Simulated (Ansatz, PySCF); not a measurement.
Energy difference R1 + 3 R2 → P1, each structure at its B3LYP-D3(BJ)/def2-TZVP stationary point, reached from a drawn start (curvature not checked).
R1, O3W (SMILES [O]=[W](=[O])=[O]) (charge 0, multiplicity 1, Z-matrix in Å and degrees):
```
W
O 1 1.7281
O 1 1.7281 2 107.57
O 1 1.7281 2 107.57 3 -115.62
```
P1: H6O6W (SMILES [OH][W]([OH])([OH])([OH])([OH])[OH]), charge 0, multiplicity 1.
R2, H2O (SMILES O) (charge 0, multiplicity 1):
```xyz
3

O      0.000     0.000     0.390
H      0.000     0.765    -0.195
H      0.000    -0.765    -0.195
```

P less R. No zero-point or thermal terms; no spin–orbit coupling.

Correlated levels freeze the cores.

Programs: Ansatz (a first-principles code); PySCF for the D3/D4 terms. No computed number here is a measurement. Elements past Kr take the def2 small-core potentials, without spin–orbit coupling.

One of these levels gives -100.84 kcal/mol for the reaction energy. Name it.
(A) BLYP/def2-TZVPP
(B) PBE0-D3(BJ)/def2-TZVPP
(C) SCS-MP2/def2-SVP
(D) PBE/def2-TZVPP

B, PBE0-D3(BJ)/def2-TZVPP. The others give -88.72 (PBE/def2-TZVPP), -78.97 (BLYP/def2-TZVPP), -71.41 (SCS-MP2/def2-SVP)
